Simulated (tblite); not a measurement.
C₃H₂F₅O₂S (charge -1).
Atom-mapped SMILES: `[O:1]=[S@:2]([O-:3])[CH2:4][C:5]([F:6])([F:7])[C:8]([F:9])([F:10])[F:11]` (hydrogens: H12, H13 on C4)

Cartesian coordinates in Å at the GFN2-xTB level; atoms count from 1:
```
atom  x, y, z in Å
O1     2.0544   -1.9663   -1.2459
S2     1.2525   -0.7284   -1.2256
O3     2.0544    0.4710   -0.9293
C4     0.3217   -0.9878    0.5931
C5    -0.8894   -0.1637    0.7245
F6    -1.8538   -0.4831   -0.1888
F7    -1.5641   -0.3377    1.9507
C8    -0.6634    1.3595    0.6183
F9    -1.7355    2.0372    1.0899
F10    0.3721    1.7798    1.3417
F11   -0.5049    1.7686   -0.6352
H12    0.0779   -2.0437    0.6595
H13    1.0735   -0.7049    1.3219
```

Method: GFN2-xTB as coded in tblite; computed harmonic values from a numerical Hessian at the method's own geometry, unscaled. The method is semi-empirical: single wavenumbers can be off by several per cent or more. One conformer, not necessarily the lowest.

Harmonic wavenumbers (cm⁻¹): 25.4, 40.1, 70.5, 84.7, 151.2, 185.6, 223.5, 253.1, 314.2, 330.9, 341.4, 402.0, 459.0, 494.1, 518.8, 536.7, 577.4, 616.4, 704.3, 735.6, 825.7, 916.9, 1031.2, 1045.7, 1063.9, 1106.3, 1128.6, 1131.8, 1165.4, 1239.5, 1430.5, 3037.8, 3053.9.

A = 1610, B = 704.8, C = 602.3 MHz; mass 196.970 u (most abundant isotopes); point group C1, symmetry number 1.

What is the zero-point energy?

½Σν̃ = 12621 cm⁻¹ = 150.98 kJ/mol.

Entropy at 500 K, 1 bar (ideal gas, RRHO, classical rotation)?

Translation 185.49, rotation 134.19, vibration 243.33: S = 563.0 J/(mol K).

And Cp and H(500 K) − H(0)?

Cp = 225.02 J/(mol K), of which vibrations give 191.76 (their classical limit is 33 R = 274.4); H(500 K) − H(0) = 73.65 kJ/mol without the zero-point energy, 57.02 from vibrations.

How do the functions run with temperature in this model?

| T (K) | S (J/(mol K)) | Cp (J/(mol K)) | H − H(0) (kJ/mol) | G − H(0) (kJ/mol) | ln q(vib) |
| --- | --- | --- | --- | --- | --- |
| 50 | 269.2 | 64.1 | 2.43 | -11.03 | 1.29 |
| 100 | 321.4 | 89.3 | 6.27 | -25.87 | 3.10 |
| 298.15 | 459.7 | 173.6 | 32.88 | -104.19 | 9.65 |
| 373.15 | 501.3 | 196.5 | 46.79 | -140.25 | 11.93 |
| 750 | 661.1 | 256.9 | 134.37 | -361.42 | 21.89 |
| 1000 | 737.4 | 273.3 | 200.83 | -536.59 | 27.32 |

q(vib) and H(0) count from the zero-point level.

Which modes carry the vibrational entropy at 500 K?

25.4 cm⁻¹: 30.07; 40.1 cm⁻¹: 26.27; 70.5 cm⁻¹: 21.59; 84.7 cm⁻¹: 20.07; 151.2 cm⁻¹: 15.30; 185.6 cm⁻¹: 13.63 J/(mol K); the other 27 give 116.39 together.

Blend soft modes into free rotors: weight 1/[1 + (100 cm⁻¹/ν̃)⁴] for the oscillator and the rest for a rotor with moment μB/(μ + B), μ = h/(8π²ν), B = 10⁻⁴⁴ kg m². What vibrational entropy results?

215.89 J/(mol K) in place of 243.33, which changes −T·S at 500 K by +13.72 kJ/mol.

What must be added to the electronic energy to get the Gibbs energy at 500 K and 1 bar?

ZPE + [H(500 K) − H(0)] − T·S = 150.98 + 73.65 − 281.50 = -56.87 kJ/mol.

Hindered rotation and anharmonicity are outside this model. Other conformers, if any are populated, would add a mixing term that is left out. The structure is chiral; the term R ln 2 for an equal mix with its mirror image is left out.
